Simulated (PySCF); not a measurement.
C₈H₈O.
Cartesian coordinates in Å at the GFN2-xTB level; atoms count from 1:
```xyz
17
C8H8O angstrom
C      2.4644    0.2881    0.0805
C      0.9678    0.1498    0.0369
C      0.5139   -1.1863   -0.1898
C     -0.7519   -1.6583   -0.2858
C     -1.9762   -0.9430   -0.1831
C     -2.1799    0.3731    0.0328
C     -1.2354    1.4706    0.2258
O     -1.6687    2.6040    0.4070
C      0.2068    1.2573    0.2094
H      2.7667    1.3164    0.2552
H      2.8747   -0.3347    0.8749
H      2.8980   -0.0465   -0.8615
H      1.3094   -1.9145   -0.2997
H     -0.8610   -2.7212   -0.4639
H     -2.8628   -1.5570   -0.2966
H     -3.2056    0.7213    0.0779
H      0.7329    2.1927    0.3699
```

The calculation used PySCF 2.14.0, density-fitted response routines, TDDFT PBE0/def2-SVPD, vertical, gas phase, core orbitals frozen in the response.

Transition dipole moments from the ground state, in atomic units and in the frame of the coordinates above (overall signs are arbitrary), for the states with f of 0.002 or more among the lowest 6:

```
state  E (eV)     μx      μy      μz
   S3   3.834  0.777   0.216   0.046
   S4   4.674  0.264  -0.749  -0.120
   S5   5.960  0.491  -1.563  -0.252
   S6   6.085  0.000   0.027  -0.130
```

Task: What oscillator strength does each state have?

Result: f = (2/3) ΔE |μ|² with ΔE in hartree (27.2114 eV).

| state | \|μ\|² (au) | \|μ\| (D) | f |
| --- | --- | --- | --- |
| S3 | 0.653 | 2.05 | 0.061 |
| S4 | 0.645 | 2.04 | 0.074 |
| S5 | 2.749 | 4.21 | 0.401 |
| S6 | 0.018 | 0.34 | 0.003 |

Task: The point group is Cs. Which irreducible representation does each state belong to?

Result: The ground state is totally symmetric, so the direction of μ fixes the label. Polarised normal to the mirror plane, so A″: S6. Polarised in the mirror plane, so A′: S3, S4 and S5.

Task: Which bond between heavy atoms lies closest to the direction of the S5 transition dipole?

Result: C7–O8, at 3° from it; next C5–C6 at 9°.

Task: What angle do the transition dipoles of S3 and S5 make?

Result: |cos θ| = |μa·μb| / (|μa| |μb|) = 0.02, so θ ≈ 89° (taken between 0 and 90°, since the signs are arbitrary).

Task: How is the summed strength of these states shared among x, y and z?

Result: (2/3) Σ ΔE μα² gives 0.100 for x, 0.426 for y and 0.014 for z, 0.539 in all.

Task: What peak molar absorption coefficient would the strongest computed level give as a lone Gaussian band 0.4 eV wide at half height?

Result: ε(max) = 2.175×10⁸ f / FWHM, with the width in cm⁻¹. S5: 2.175×10⁸ × 0.4013 / 3226 ≈ 27000 L mol⁻¹ cm⁻¹.
